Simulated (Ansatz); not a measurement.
Input file for `SCO[SiH2]S`:

```yaml
crystal:
  periodic: [false, false, false]
  atoms:
    - {symbol: S, position_ang: [-2.027436, -1.105782, 0.643004]}
    - {symbol: C, position_ang: [-0.291393, -0.937780, 1.115765]}
    - {symbol: O, position_ang: [0.602115, -0.905595, 0.035986]}
    - {symbol: Si, position_ang: [1.215344, 0.468146, -0.620111]}
    - {symbol: S, position_ang: [-0.268857, 1.847756, -1.291768]}
    - {symbol: H, position_ang: [-2.193479, 0.168917, 0.253022]}
    - {symbol: H, position_ang: [-0.074012, -1.826777, 1.710196]}
    - {symbol: H, position_ang: [-0.182420, -0.058244, 1.757103]}
    - {symbol: H, position_ang: [1.960928, 1.258665, 0.391738]}
    - {symbol: H, position_ang: [2.073443, 0.001323, -1.727198]}
    - {symbol: H, position_ang: [-0.748734, 1.032370, -2.247139]}
basis:
  gaussian: {orbitals: def2-TZVPP}
correlation: {method: ccsd_t}
```

```sh
$ ansatz run in.yaml --threads 4 --pin off --events-out ev --progress --plain --max-ram 10444MiB
```

Output of Ansatz, abridged:

```
Functional definition: HF
1575 factors; integrals over basis functions are off by at most 9.8e-4 eV
mean field evaluation 1: about -32660.0808 eV, gradient 3.5e1 eV
mean field evaluation 2: about -32660.4583 eV, gradient 3.5e1 eV
mean field evaluation 4: about -32663.5808 eV, gradient 4.6e0 eV
mean field evaluation 8: about -32663.6671 eV, gradient 3.5e-1 eV
mean field evaluation 16: about -32663.6679 eV, gradient 2.7e-6 eV
mean field -32663.66791961 eV, -1200.3676558163 hartree, gradient 2.7e-6 eV, S^2 0.000000; 0 other end points of the search recorded, 0 dependent functions left out
17 core orbitals not correlated: weight in the atoms' cores, before any rotation towards them, 1.000 or more for the frozen orbitals, at most 0.000 for the correlated occupied ones
reference -32663.66791961 eV, -1200.3676558163 hartree; 16, 16 occupied and 239, 239 virtual orbitals, 1575 factors
second order -24.13261639 eV of doubles, -0.00000000 eV of singles
cycle   1  -24.98605751 eV  change   -8.5e-1 eV  update   1.1e-1
cycle   2  -25.63294272 eV  change   -6.5e-1 eV  update   3.3e-2
cycle   3  -25.76465751 eV  change   -1.3e-1 eV  update   1.7e-2
cycle   4  -25.75418133 eV  change    1.0e-2 eV  update   3.8e-3
cycle   5  -25.75245026 eV  change    1.7e-3 eV  update   1.7e-3
cycle   6  -25.75262846 eV  change   -1.8e-4 eV  update   5.1e-4
cycle   7  -25.75229785 eV  change    3.3e-4 eV  update   2.0e-4
cycle   8  -25.75228889 eV  change    9.0e-6 eV  update   5.9e-5
cycle   9  -25.75231306 eV  change   -2.4e-5 eV  update   2.1e-5
perturbative correction -1.09016189 eV, -0.0400627105 hartree
Total energy: -32690.51039455 eV, -1201.3540985761 hartree
```

Run time 4.2 min (4 threads of an Arm Neoverse V1 on a shared host); peak host memory 6.7 GiB.

MP2 recovers 89.9 % of the CCSD(T) correlation energy and the triples give 4.1 %; T1 = 0.0120.
